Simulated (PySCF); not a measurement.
C3H7BFN, SMILES FC(=C)B(C)N.

Geometry: ωB97X-D3(BJ)/def2-SVP. The structure was generated by enumeration, and PubChem lists no compound with its InChIKey, so it may never have been made. One conformer was computed; it need not be the lowest.

Two levels are set side by side: PBE/def2-TZVP (PySCF) and M06-2X/def2-TZVP (PySCF). Same geometry, gas phase. Differences are taken from unrounded values.

| quantity | M06-2X | PBE | PBE minus M06-2X |
|---|---|---|---|
| orbital gap (eV) | 8.88 | 4.52 | -4.36 |
| highest occupied level (eV) | -8.57 | -6.06 | 2.52 |
| lowest empty level (eV) | 0.30 | -1.54 | -1.84 |
| dipole moment (D) | 2.77 | 2.67 | -0.10 |
| mean polarisability (bohr³) | 58.3 | 61.6 | 3.3 |

PBE's occupied levels lie high since its potential decays too fast outside the molecule; exact exchange lowers them and widens the gap. Loosely held outer electrons make PBE densities more polarisable. Differences between two approximate levels are no errors against the true value.

Rough cost on one machine, each run with all the roots and properties that it gave: M06-2X against PBE about 4 times.
